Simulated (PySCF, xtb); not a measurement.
B(H)(OH)(OMe) (CH5BO2), SMILES B(OC)O. Other conformers were not sampled.

Harmonic wavenumbers (cm⁻¹) from GFN2-xTB in xtb at its own minimum, in rising order: 38, 235, 314, 517, 570, 798, 898, 977, 1078, 1134, 1141, 1151, 1324, 1408, 1469, 1472, 2574, 2963, 2973, 2989, 3677.

Q: What does PySCF with PBE0-D3(BJ)/def2-SVP give at its own minimum? (An estimate is asked for; the answer gives what the named calculation found.)

A: 6, 263, 276, 541, 600, 925, 932, 1012, 1158, 1188, 1198, 1270, 1430, 1476, 1479, 1545, 2617, 3050, 3142, 3158, 3948. Paired by order, the mean absolute difference is 79 cm⁻¹ and the zero-point energies are 42.5 and 44.6 kcal/mol.
